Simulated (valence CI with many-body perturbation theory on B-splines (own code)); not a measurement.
E1 transitions of Os LXIV

Computed by relativistic CI+MBPT: three valence electrons over a frozen Dirac-Fock core [Ne], radial functions for each j: 11 s, 11 p, 9 d, 7 f, 5 g, 2 h, 1 i, with the one-electron correlation potential Σ1, the two-electron term Σ2, the three-electron term Σ3, Breit, model QED; selected CI, second order for the rest (own B-spline code, finite nucleus).

No measured spectrum was set against this ion. As an estimate, large intervals hold to a few tenths of a per cent, small ones and those within an open d or f shell to about a per cent.

Lines 1 to 50 of 282 in falling wavelength, among levels below 12877 × 10³ cm⁻¹, chosen from the strongest by gf and those to the six lowest levels. Wavelengths and rates use the calculated energies. Electric multipoles are in the length gauge, E1 and E2 with the static RPA response of the core. Weak lines are less certain than strong ones. Lines between different terms over intervals too small for the method are left out, as are lines whose strength nearly cancels. The highest levels of a list are the least certain.

Levels are named by their leading jj configuration (3d3/2^4 stands for four electrons in 3d with j = 3/2), which in mixed levels can hold well under half, so a name can repeat and another be missing. Letters in brackets count levels of one name in rising energy.

| λ vac (nm) | Upper | Lower | A (s⁻¹) | S (a.u.) with core polarisation | S without |
| --- | --- | --- | --- | --- | --- |
| 9.255 | (3p1/2 3p3/2 3d3/2) J=7/2 | (3s 3p3/2 3d3/2) J=5/2 [b] | 5.68e+09 | 1.78e-02 | 1.81e-02 |
| 9.190 | (3p1/2 3d3/2^2) J=5/2 | (3s 3d3/2^2) J=5/2 | 6.13e+09 | 1.41e-02 | 1.43e-02 |
| 8.992 | (3s 3p1/2 3d3/2) J=5/2 | (3s^2 3d3/2) J=3/2 | 9.35e+09 | 2.01e-02 | 2.04e-02 |
| 8.648 | (3s 3p1/2 3p3/2) J=3/2 [a] | (3s^2 3p3/2) J=3/2 | 2.20e+09 | 2.81e-03 | 2.85e-03 |
| 8.484 | (3p1/2 3p3/2^2) J=5/2 | (3s 3p3/2^2) J=3/2 | 6.87e+09 | 1.24e-02 | 1.26e-02 |
| 8.307 | (3p1/2 3d3/2^2) J=5/2 | (3s 3d3/2^2) J=3/2 | 1.20e+10 | 2.03e-02 | 2.06e-02 |
| 8.270 | (3p1/2 3p3/2 3d5/2) J=7/2 [b] | (3s 3p3/2 3d5/2) J=5/2 [b] | 1.24e+10 | 2.77e-02 | 2.81e-02 |
| 8.152 | (3p1/2 3p3/2 3d5/2) J=9/2 | (3s 3p3/2 3d5/2) J=7/2 [b] | 1.07e+10 | 2.86e-02 | 2.91e-02 |
| 7.735 | (3p1/2^2 3d3/2) J=3/2 | (3s 3p1/2 3d3/2) J=3/2 [b] | 1.16e+10 | 1.06e-02 | 1.08e-02 |
| 7.640 | (3s 3p1/2 3p3/2) J=5/2 | (3s^2 3p3/2) J=3/2 | 1.52e+10 | 2.01e-02 | 2.04e-02 |
| 7.640 | (3s 3p1/2 3d5/2) J=7/2 | (3s^2 3d5/2) J=5/2 | 2.50e+10 | 4.40e-02 | 4.46e-02 |
| 7.399 | (3p1/2 3p3/2 3d3/2) J=5/2 [a] | (3s 3p3/2 3d3/2) J=3/2 [a] | 1.02e+10 | 1.23e-02 | 1.25e-02 |
| 7.393 | (3p1/2^2 3d3/2) J=3/2 | (3s 3p1/2 3d3/2) J=1/2 | 1.66e+10 | 1.32e-02 | 1.34e-02 |
| 7.329 | (3p1/2 3p3/2 3d5/2) J=3/2 [b] | (3s 3p3/2 3d5/2) J=3/2 [b] | 1.52e+10 | 1.18e-02 | 1.20e-02 |
| 7.261 | (3p1/2^2 3p3/2) J=3/2 | (3s 3p1/2 3p3/2) J=3/2 [b] | 4.03e+09 | 3.05e-03 | 3.10e-03 |
| 7.197 | (3p1/2 3p3/2 3d5/2) J=9/2 | (3s 3p3/2 3d5/2) J=7/2 [a] | 1.42e+10 | 2.61e-02 | 2.65e-02 |
| 7.175 | (3s 3p1/2 3d5/2) J=5/2 [b] | (3s^2 3d5/2) J=5/2 | 1.90e+10 | 2.07e-02 | 2.11e-02 |
| 7.173 | (3s 3p1/2 3d3/2) J=3/2 [b] | (3s^2 3d3/2) J=3/2 | 1.50e+10 | 1.10e-02 | 1.11e-02 |
| 7.085 | (3s 3p1/2^2) J=1/2 | (3s^2 3p1/2) J=1/2 | 4.12e+10 | 1.45e-02 | 1.47e-02 |
| 7.079 | (3p1/2 3p3/2 3d5/2) J=5/2 [b] | (3s 3p3/2 3d5/2) J=7/2 [b] | 1.13e+10 | 1.18e-02 | 1.20e-02 |
| 7.052 | (3p1/2 3p3/2 3d3/2) J=3/2 [a] | (3s 3p3/2 3d3/2) J=3/2 [a] | 1.71e+10 | 1.18e-02 | 1.20e-02 |
| 7.039 | (3p1/2 3p3/2 3d3/2) J=7/2 | (3s 3p3/2 3d3/2) J=7/2 | 1.98e+10 | 2.72e-02 | 2.76e-02 |
| 7.033 | (3p1/2 3p3/2^2) J=1/2 | (3s 3p3/2^2) J=1/2 | 3.40e+10 | 1.17e-02 | 1.19e-02 |
| 7.006 | (3p1/2 3p3/2 3d5/2) J=5/2 [a] | (3s 3p3/2 3d5/2) J=3/2 [a] | 2.97e+10 | 3.03e-02 | 3.07e-02 |
| 6.980 | (3s 3p1/2 3d5/2) J=3/2 | (3s^2 3d5/2) J=5/2 | 2.73e+10 | 1.83e-02 | 1.86e-02 |
| 6.940 | (3p1/2 3p3/2 3d3/2) J=7/2 | (3s 3p3/2 3d3/2) J=5/2 [a] | 1.07e+10 | 1.42e-02 | 1.44e-02 |
| 6.869 | (3p1/2 3p3/2 3d5/2) J=3/2 [b] | (3s 3p3/2 3d5/2) J=1/2 | 3.14e+10 | 2.01e-02 | 2.04e-02 |
| 6.866 | (3p1/2^2 3d5/2) J=5/2 | (3s 3p1/2 3d5/2) J=3/2 | 3.95e+10 | 3.78e-02 | 3.84e-02 |
| 6.748 | (3s 3p1/2 3p3/2) J=3/2 [b] | (3s^2 3p3/2) J=3/2 | 2.71e+10 | 1.64e-02 | 1.67e-02 |
| 6.729 | (3s 3p1/2 3d3/2) J=3/2 [a] | (3s 3p1/2 3p3/2) J=3/2 [b] | 3.12e+10 | 1.88e-02 | 1.90e-02 |
| 6.697 | (3p1/2 3p3/2 3d5/2) J=3/2 [a] | (3s 3p3/2 3d5/2) J=5/2 [a] | 4.35e+10 | 2.58e-02 | 2.62e-02 |
| 6.686 | (3p1/2^2 3d5/2) J=5/2 | (3s 3p1/2 3d5/2) J=5/2 [b] | 3.97e+10 | 3.51e-02 | 3.56e-02 |
| 6.544 | (3p1/2 3p3/2 3d5/2) J=5/2 [a] | (3s 3p3/2 3d5/2) J=5/2 [a] | 3.05e+10 | 2.53e-02 | 2.57e-02 |
| 6.454 | (3p1/2 3p3/2^2) J=5/2 | (3s 3p3/2^2) J=5/2 | 2.95e+10 | 2.35e-02 | 2.38e-02 |
| 6.450 | (3p1/2^2 3p3/2) J=3/2 | (3s 3p1/2 3p3/2) J=5/2 | 3.61e+10 | 1.91e-02 | 1.94e-02 |
| 6.422 | (3p1/2 3p3/2 3d5/2) J=7/2 [b] | (3s 3p3/2 3d5/2) J=7/2 [a] | 2.62e+10 | 2.74e-02 | 2.78e-02 |
| 6.380 | (3s 3p1/2 3p3/2) J=1/2 | (3s^2 3p3/2) J=3/2 | 3.43e+10 | 8.78e-03 | 8.91e-03 |
| 6.350 | (3p1/2^2 3d3/2) J=3/2 | (3s 3p1/2 3d3/2) J=5/2 | 8.07e+10 | 4.08e-02 | 4.14e-02 |
| 6.348 | (3p1/2 3p3/2 3d5/2) J=5/2 [b] | (3s 3p3/2 3d5/2) J=7/2 [a] | 3.77e+10 | 2.85e-02 | 2.90e-02 |
| 6.327 | (3p1/2^2 3d5/2) J=5/2 | (3s 3p1/2 3d5/2) J=7/2 | 7.40e+10 | 5.55e-02 | 5.64e-02 |
| 6.312 | (3s 3p1/2 3d3/2) J=5/2 | (3s 3p1/2 3p3/2) J=3/2 [b] | 8.31e+09 | 6.19e-03 | 6.28e-03 |
| 6.309 | (3p1/2 3p3/2 3d5/2) J=7/2 [a] | (3s 3p3/2 3d5/2) J=9/2 | 5.66e+10 | 5.61e-02 | 5.70e-02 |
| 6.281 | (3p1/2 3p3/2^2) J=3/2 | (3s 3p3/2^2) J=5/2 | 5.69e+10 | 2.78e-02 | 2.83e-02 |
| 6.189 | (3p1/2 3p3/2 3d3/2) J=5/2 [a] | (3p1/2 3p3/2^2) J=5/2 | 2.92e+10 | 2.05e-02 | 2.08e-02 |
| 6.158 | (3p1/2 3p3/2 3d3/2) J=5/2 [b] | (3s 3p3/2 3d3/2) J=7/2 | 6.43e+10 | 4.44e-02 | 4.51e-02 |
| 6.116 | (3p1/2 3p3/2 3d3/2) J=3/2 [b] | (3s 3p3/2 3d3/2) J=5/2 [a] | 3.26e+10 | 1.47e-02 | 1.50e-02 |
| 6.063 | (3p1/2 3p3/2 3d5/2) J=9/2 | (3s 3p3/2 3d5/2) J=9/2 | 4.06e+10 | 4.47e-02 | 4.53e-02 |
| 6.027 | (3s 3p1/2 3d3/2) J=3/2 [a] | (3s 3p1/2 3p3/2) J=5/2 | 4.33e+10 | 1.87e-02 | 1.90e-02 |
| 5.978 | (3p1/2^2 3d3/2) J=3/2 | (3s 3p1/2 3d3/2) J=3/2 [a] | 4.99e+10 | 2.11e-02 | 2.14e-02 |
| 5.945 | (3p1/2 3p3/2 3d3/2) J=3/2 [a] | (3p1/2 3p3/2^2) J=5/2 | 2.06e+10 | 8.54e-03 | 8.67e-03 |
